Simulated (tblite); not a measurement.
Compound: C2H7FSSi.
Z-matrix (Å and degrees, GFN2-xTB geometry), rows numbered from 1:
```
C 
S   1  1.8138
C   2  1.8262  1  100.20
Si  3  1.8996  2  113.26  1    69.40
F   4  1.6117  3  105.56  2   170.37
H   1  1.0852  2  106.56  3   171.78
H   1  1.0866  2  109.34  3    53.10
H   1  1.0859  2  110.13  3   -68.89
H   3  1.0897  2  104.29  1  -170.51
H   3  1.0907  2  107.33  1   -56.64
H   4  1.4519  3  111.66  2    54.91
H   4  1.4564  3  112.64  2   -76.15
```

Computed with GFN2-xTB (tblite): harmonic, unscaled wavenumbers at the GFN2-xTB geometry, gas phase. The method is semi-empirical: single wavenumbers can be off by several per cent or more. Modes of hydrogen on silicon can be 10 to 20 % off. One conformer, not necessarily the lowest.

Harmonic wavenumbers (cm⁻¹): 28.2, 71.1, 136.4, 165.5, 194.2, 271.9, 467.2, 574.1, 662.6, 720.0, 731.1, 741.1, 760.9, 788.7, 824.6, 941.5, 944.2, 1073.9, 1171.5, 1318.2, 1425.6, 1450.3, 1454.4, 2320.7, 2366.3, 2960.4, 2995.0, 3020.8, 3028.3, 3060.5.

A = 7566, B = 1382, C = 1275 MHz; mass 110.002 u (most abundant isotopes); point group C1, symmetry number 1.

Problem. Zero-point energy?

Solution. Half the sum of the wavenumbers: 18335 cm⁻¹ = 52.42 kcal/mol.

Problem. What is S at 200 K and 1 bar for an ideal gas of classical rigid rotors and harmonic oscillators?

Solution. Translation 38.04, rotation 26.39, vibration 15.74: S = 80.2 cal/(mol K).

Problem. And Cp and H(200 K) − H(0)?

Solution. Cp = 22.27 cal/(mol K), of which vibrations give 14.32 (their classical limit is 30 R = 59.6); H(200 K) − H(0) = 3.16 kcal/mol without the zero-point energy, 1.57 from vibrations.

Problem. How do the functions run with temperature in this model?

Solution. 
| T (K) | S (cal/(mol K)) | Cp (cal/(mol K)) | H − H(0) (kcal/mol) | G − H(0) (kcal/mol) | ln q(vib) |
| --- | --- | --- | --- | --- | --- |
| 150 | 74.2 | 19.2 | 2.13 | -9.01 | 2.95 |
| 250 | 85.5 | 25.6 | 4.36 | -17.02 | 4.94 |
| 298.15 | 90.3 | 28.7 | 5.66 | -21.25 | 5.85 |
| 400 | 99.6 | 34.6 | 8.90 | -30.93 | 7.71 |
| 600 | 115.3 | 43.0 | 16.72 | -52.46 | 11.18 |
| 900 | 134.3 | 50.8 | 30.89 | -90.02 | 15.89 |

q(vib) and H(0) count from the zero-point level.

Problem. What must be added to the electronic energy to get the Gibbs energy at 200 K and 1 bar?

Solution. ZPE + [H(200 K) − H(0)] − T·S = 52.42 + 3.16 − 16.03 = 39.55 kcal/mol.

Problem. Blend soft modes into free rotors: weight 1/[1 + (100 cm⁻¹/ν̃)⁴] for the oscillator and the rest for a rotor with moment μB/(μ + B), μ = h/(8π²ν), B = 10⁻⁴⁴ kg m². What vibrational entropy results?

Solution. 13.93 cal/(mol K) in place of 15.74, which changes −T·S at 200 K by +0.36 kcal/mol.

Hindered rotation and anharmonicity are outside this model. Other conformers, if any are populated, would add a mixing term that is left out. The structure is chiral; the term R ln 2 for an equal mix with its mirror image is left out.
